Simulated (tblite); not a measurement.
Start geometry of `Cc1c(C#N)[c]ccc1F` [radical] from a force field or distance geometry (Å):
```
atom  x, y, z in Å
C1    -1.6830   -1.0856   -0.0064
C2    -0.4023   -0.3158   -0.0316
C3    -0.3194    1.0279    0.3626
C4    -1.4858    1.7690    0.7764
N5    -2.4308    2.3403    1.1355
C6     0.8885    1.7102    0.3293
C7     2.0591    1.0656   -0.0753
C8     2.0092   -0.2707   -0.4468
C9     0.7900   -0.9549   -0.4225
F10    0.7593   -2.2407   -0.7904
H11   -2.1073   -1.1110    1.0065
H12   -1.5618   -2.1224   -0.3303
H13   -2.4208   -0.6155   -0.6718
H14    3.0046    1.6027   -0.0902
H15    2.8962   -0.7912   -0.7669
```

**Question.** What comes out of this run: GFN2-xTB geometry optimisation, gas phase in tblite 0.8.0?

**Answer.** 
```
atom  x, y, z in Å
C1    -1.6995   -1.0589    0.0044
C2    -0.3966   -0.3293   -0.0242
C3    -0.3200    1.0289    0.3566
C4    -1.4901    1.7075    0.7695
N5    -2.4398    2.2538    1.1037
C6     0.8993    1.6529    0.3122
C7     2.0681    1.0719   -0.0726
C8     2.0116   -0.2672   -0.4504
C9     0.7934   -0.9270   -0.4170
F10    0.7719   -2.2259   -0.7902
H11   -2.1131   -1.0572    1.0128
H12   -1.5658   -2.0872   -0.3223
H13   -2.4226   -0.5695   -0.6479
H14    3.0015    1.6107   -0.0891
H15    2.8973   -0.7955   -0.7674
```

The energy falls by 0.138 eV over 31 L-BFGS steps, the largest force on an atom goes from 2.03 to 0.008 eV/Å, and the atoms move by 0.042 Å rms after alignment. The bond that changes most is C6–C7 (ends: carbon bonded to 2 C; carbon bonded to 2 C and H), which shortens by 0.035 Å. Bonds longer at the end by more than 0.005 Å: 2 of 15; shorter: 10. Among the angles that change most is C3–C6–C7, from 120.6° to 125.4°. Rotational constants go from 2289, 1161, 774.2 to 2310, 1187, 787.7 MHz. The orientation of the end geometry is arbitrary; only internal coordinates are fixed.

Its GFN2-xTB frequencies are all real (lowest 34 cm⁻¹).

All values are computed, not measured.
